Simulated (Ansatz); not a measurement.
`CCBS` + `[OH][In]([F])[F]` → `C[O][In]([F])[F]` + `CBS`  (substitution at a C–C bond)

Computed with Ansatz on PBE0-D4/def2-TZVP structures; ΔE is electronic, products minus reactants. CBS: MP2 limit from def2 TZ/QZ plus the TZ coupled-cluster correction, frozen cores. This one scheme is used for every species. DFT in def2-TZVPP. B3LYP here is the variant with VWN-RPA as its local correlation; programs differ in this. HSE06 is defined as in plane-wave codes. def2 core potentials past Kr. For In outer-core shells are correlated without core-valence functions, which leaves a few kJ/mol of doubt a bond. Each species was taken in one conformer, which may not be the lowest.

`CCBS`:

Cartesian coordinates in Å:
```
C 0.548 0.425 1.322
C -0.187 -0.406 0.271
B 0.215 -0.074 -1.200
S -0.906 0.034 -2.577
H 0.292 1.485 1.239
H 1.631 0.342 1.202
H 0.297 0.105 2.335
H 0.080 -1.466 0.409
H -1.270 -0.354 0.428
H 1.359 0.110 -1.505
H -2.059 -0.201 -1.925
```

`[OH][In]([F])[F]`:

Z-matrix (Å, degrees):
```
In
O 1 1.954
F 1 1.935 2 121.1
F 1 1.922 2 123.4 3 -180.0
H 2 0.962 1 111.3 3 -0.0
```

`C[O][In]([F])[F]`:

```xyz
8

C    -0.200    0.438   -1.276
O     0.050   -0.734   -0.525
In    0.250   -0.680    1.418
F     0.116    0.980    2.406
F     0.590   -2.242    2.488
H    -0.269    0.139   -2.326
H     0.605    1.176   -1.186
H    -1.142    0.923   -0.999
```

`CBS`:

```xyz
8

C     0.151    0.194    1.074
B    -0.296    0.034   -0.410
S     0.794   -0.750   -1.582
H    -0.578   -0.293    1.731
H     0.126    1.254    1.351
H     1.142   -0.200    1.305
H    -1.359    0.425   -0.794
H     0.020   -0.665   -2.675
```

CCSD(T)/CBS gives +54.0 kJ/mol.

Problem. Another level gave +45.7 kJ/mol. Which?
A. HSE06/def2-TZVPP
B. BLYP/def2-TZVPP
C. MP2/def2-TZVPP
D. B3LYP-D4/def2-TZVPP

Solution. D. B3LYP-D4 45.7, BLYP 40.6, HSE06 51.1, MP2/def2-TZVPP 57.8 kJ/mol.

Largest T1 diagnostic among the species: 0.018.

From PBE to PBE0 (25 % exact exchange), in def2-TZVPP and without D4, ΔE moves by +3.1 kJ/mol. Leaving LDA and LC-ωPBE aside and taking each functional with its dispersion term where it has one, the values, not all of them listed here, spread over 11.9 kJ/mol, from BLYP-D4 to PBE-QIDH. LDA lies +4.0 kJ/mol from PBE without D4.
